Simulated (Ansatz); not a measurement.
Born–Oppenheimer molecular dynamics of CH$_{3}$BClF (7 atoms, charge 0, multiplicity 1). It starts from a relaxed structure.

Level of theory: Ansatz, RKS r2SCANh/def2-SVP.

* ensemble: NVE (velocity Verlet)
* time step: 1 fs
* steps asked: 100
* starting velocities drawn for: 200 K
* seed: 8290

First frame:

```xyz
7
Properties=species:S:1:pos:R:3
B -0.027 -0.027 0.023
C -0.015 -0.029 1.577
H -0.949 -0.402 2.015
H 0.841 -0.590 1.976
H 0.102 1.016 1.915
F 1.093 -0.126 -0.670
Cl -1.513 0.159 -0.915
```

(1) How far do the bonds stretch over the last three quarters of this one trajectory? (Pairs bonded in most of those frames.)

Answers

(1) 
```
  bond  mean (Å)  spread (Å)  shortest  longest
 B1–C2     1.558       0.017      1.53     1.58
 B1–F6     1.321       0.009      1.30     1.34
B1–Cl7     1.769       0.018      1.73     1.80
 C2–H3     1.099       0.017      1.07     1.13
 C2–H4     1.101       0.024      1.06     1.14
 C2–H5     1.104       0.011      1.09     1.12
```

Mean temperature of the second half: 99 K. The conserved energy stayed within 0.55 meV per atom of its start (net change 0.37 meV per atom), so the integration is sound. Over the second half the temperature averaged 0.49 of the 200 K drawn at the start: a run that starts near a minimum puts about half its kinetic energy into the potential. A run of 0.1 ps of so small a system gives no equilibrium averages.

Run time: 2.3 min on 1 thread of AMD EPYC 9R45 96-Core Processor (Zen 5), with other jobs on the host, peak memory 0.17 GiB.
